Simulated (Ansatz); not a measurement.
A nudged elastic band was laid between two geometries of H2S + H7N3Si (14 atoms, charge 0, multiplicity 1).

Method: RKS PBE/6-31G* in Ansatz.

* movable images: 9
* climbing image: yes
* spring: 5.0 eV/Å²
* optimiser: quadratic models (default)
* start path: through a guess of the saddle point
* force threshold: 0.05 eV/Å
* iteration limit: 60
* end points: relaxed

Image 0:

```xyz
14
Properties=species:S:1:pos:R:3
Si -0.180 0.382 -0.032
H -0.460 0.687 1.414
N 1.539 0.473 -0.225
H 2.107 -0.060 0.438
H 1.910 0.353 -1.170
N -0.796 1.427 -1.280
H -1.803 1.452 -1.443
H -0.399 2.365 -1.353
N -0.933 -1.209 -0.223
H -1.724 -1.422 0.390
H -1.136 -1.531 -1.173
S 1.618 -3.195 0.745
H 0.517 -2.438 0.346
H 1.067 -3.488 1.953
```

Image 10:

```xyz
14
Properties=species:S:1:pos:R:3
Si -0.210 -0.773 -0.375
H 2.076 1.058 2.007
N 1.472 -0.387 -0.137
H 2.148 -1.148 -0.071
H 1.857 0.399 -0.663
N -0.993 0.765 -0.202
H -2.007 0.787 -0.324
H -0.718 1.331 0.603
N -0.921 -1.408 -1.837
H -0.665 -2.356 -2.118
H -0.932 -0.786 -2.648
S -0.448 -2.382 1.071
H -1.607 -2.842 0.529
H 2.279 1.540 2.550
```

(1) Which bonds break or form, and what moves?

(2) What energy profile does the band end with?

(3) What is the geometry of the highest image?

The band took 35 iterations and about 26 core-minutes.

## Answers

(1) Bonds broken: Si1–H2, S12–H14. Bonds formed: Si1–S12, H2–H14. H2S + H7N3Si becomes H2 + H7N3SSi.

(2) The run converged. The highest image is number 4 of 0 to 10, 1.61 eV above the first end and 2.07 eV above the last; the last end lies 0.46 eV below the first. Beside the main top the profile has a ripple of under 15 meV (maxima at images 4, 8), which may be a very shallow well or noise. Neighbouring images differ by up to 1.4 eV, so the band resolves the path poorly. A vibrational analysis at the climbing image gives one clearly imaginary mode, 771i cm⁻¹: a first-order saddle point. The orbitals stay closed-shell, which can raise the energy where a bond breaks towards radicals; this wasn't checked here.

```json
{"image": "0", "path coordinate (Å)": "0.00", "energy (eV)": "0.00", "Si1–H2 (Å)": "1.50", "S12–H14 (Å)": "1.36", "Si1–S12 (Å)": "4.08"}
{"image": "1", "path coordinate (Å)": "1.54", "energy (eV)": "0.02", "Si1–H2 (Å)": "1.50", "S12–H14 (Å)": "1.36", "Si1–S12 (Å)": "3.93"}
{"image": "2", "path coordinate (Å)": "3.08", "energy (eV)": "0.15", "Si1–H2 (Å)": "1.51", "S12–H14 (Å)": "1.36", "Si1–S12 (Å)": "3.94"}
{"image": "3", "path coordinate (Å)": "4.63", "energy (eV)": "0.29", "Si1–H2 (Å)": "1.51", "S12–H14 (Å)": "1.37", "Si1–S12 (Å)": "3.61"}
{"image": "4", "path coordinate (Å)": "6.17", "energy (eV)": "1.61", "Si1–H2 (Å)": "1.74", "S12–H14 (Å)": "1.81", "Si1–S12 (Å)": "2.63"}
{"image": "5", "path coordinate (Å)": "7.69", "energy (eV)": "0.17", "Si1–H2 (Å)": "2.76", "S12–H14 (Å)": "2.43", "Si1–S12 (Å)": "2.24"}
{"image": "6", "path coordinate (Å)": "9.21", "energy (eV)": "-0.39", "Si1–H2 (Å)": "3.81", "S12–H14 (Å)": "2.83", "Si1–S12 (Å)": "2.19"}
{"image": "7", "path coordinate (Å)": "10.74", "energy (eV)": "-0.43", "Si1–H2 (Å)": "4.45", "S12–H14 (Å)": "3.48", "Si1–S12 (Å)": "2.18"}
{"image": "8", "path coordinate (Å)": "12.26", "energy (eV)": "-0.43", "Si1–H2 (Å)": "3.73", "S12–H14 (Å)": "4.16", "Si1–S12 (Å)": "2.18"}
{"image": "9", "path coordinate (Å)": "13.78", "energy (eV)": "-0.44", "Si1–H2 (Å)": "3.50", "S12–H14 (Å)": "4.27", "Si1–S12 (Å)": "2.18"}
{"image": "10", "path coordinate (Å)": "15.30", "energy (eV)": "-0.46", "Si1–H2 (Å)": "3.78", "S12–H14 (Å)": "5.00", "Si1–S12 (Å)": "2.18"}
```

(3) 
```xyz
14
Properties=species:S:1:pos:R:3
Si 0.103 -0.285 -0.204
H -0.284 0.105 1.447
N 1.762 0.086 -0.481
H 2.475 -0.639 -0.432
H 1.966 0.800 -1.182
N -0.655 1.204 -0.755
H -1.666 1.274 -0.618
H -0.225 2.075 -0.437
N -1.035 -1.441 -0.807
H -0.751 -2.418 -0.861
H -1.556 -1.145 -1.636
S 1.083 -2.210 1.295
H -0.065 -2.930 1.424
H 0.177 -0.680 1.634
```

Time of the run: 13 min on 2 threads of Arm Neoverse V1 (shared host), peak memory 0.16 GiB.
